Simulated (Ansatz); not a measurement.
One change: `O[SiH2]C[AsH2]` becomes `O[SiH2]CC[SiH3]`.

Ansatz, PBE0-D4/def2-TZVP geometries, multiplicity 1. Each molecule was computed in one conformer, which needn't be the lowest.

Scalar relativity is left out up to krypton.

```csv
property,`O[SiH2]C[AsH2]`
HOMO energy (ωB97M-V/def2-TZVPP) / eV,-9.34
HOMO–LUMO gap (B3LYP/def2-TZVPP) / eV,6.90
LUMO energy (PBE/def2-TZVPP) / eV,-0.70
HOMO energy (B3LYP/def2-TZVPP) / eV,-7.02
size of the dipole moment (ωB97M-V/def2-TZVPP) / D,1.61
LUMO energy (ωB97M-V/def2-TZVPP) / eV,1.74
```

(1) What does the change do to each property? (Estimate.)

Results:

(1) The calculation gave: 
```csv
property,`O[SiH2]CC[SiH3]`,shift
HOMO energy (ωB97M-V/def2-TZVPP) / eV,-10.33,-0.99
HOMO–LUMO gap (B3LYP/def2-TZVPP) / eV,7.88,0.98
LUMO energy (PBE/def2-TZVPP) / eV,-0.62,0.08
HOMO energy (B3LYP/def2-TZVPP) / eV,-7.88,-0.86
size of the dipole moment (ωB97M-V/def2-TZVPP) / D,1.84,0.23
LUMO energy (ωB97M-V/def2-TZVPP) / eV,1.84,0.10
```

With PBE0 the HOMO falls by 0.86 eV and the LUMO rises by 0.10 eV, so the gap widens by about 0.96 eV. PBE moves the HOMO by -0.60 eV and ωB97M-V by -0.99 eV. Dipoles are sizes alone; their direction can turn.

B3LYP here is the variant with VWN-RPA as its local correlation; programs differ in this.
